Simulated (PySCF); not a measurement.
From computed data to an observable: chemical shift, span and skew from a shielding tensor

C3H6OSi, SMILES O=C1[SiH2]CC1. Atoms are numbered in the order given.

```xyz
11

O      1.9478     0.1265     0.8898
C      0.8352    -0.0037     0.4409
C     -0.2615    -1.0268     0.8352
C     -1.4086    -0.6420    -0.1474
Si    -0.3778     0.7814    -0.9250
H      0.1217    -2.0644     0.7174
H     -0.5194    -0.9091     1.9109
H     -2.3380    -0.3168     0.3588
H     -1.6751    -1.4511    -0.8547
H     -0.8752     2.1865    -0.6957
H      0.0026     0.6386    -2.3773
```
Charge 0, spin multiplicity 1.

Geometry: PBE-D3(BJ)/def2-SVP. A frequency run showed that this geometry is not a minimum. This is a generated structure with no PubChem entry under its InChIKey; it may be hypothetical.

GIAO shieldings from PBE/pcSseg-1 in PySCF, non-relativistic, no solvent. The symmetric part of the tensor of C4 has the principal values 164.6, 178.4, 191.0 ppm. The same nucleus in TMS has σ = 182.0 ppm at this level (PySCF, at its B3LYP-D3(BJ)/def2-TZVP geometry).

Question: Work out the isotropic shielding, the ¹³C shift against TMS, the span and the skew.

Answer: 
σ(iso) = (σ11 + σ22 + σ33)/3 = 178.0 ppm. δ = σ(ref) − σ(iso) = 182.0 − (178.0) = 4.0 ppm.
Span Ω = σ33 − σ11 = 26.4 ppm. Skew κ = 3(σ(iso) − σ22)/Ω = -0.05. Tumbling in solution averages the tensor to δ; in a static solid the shielding alone would spread this spin-1/2 line over Ω.
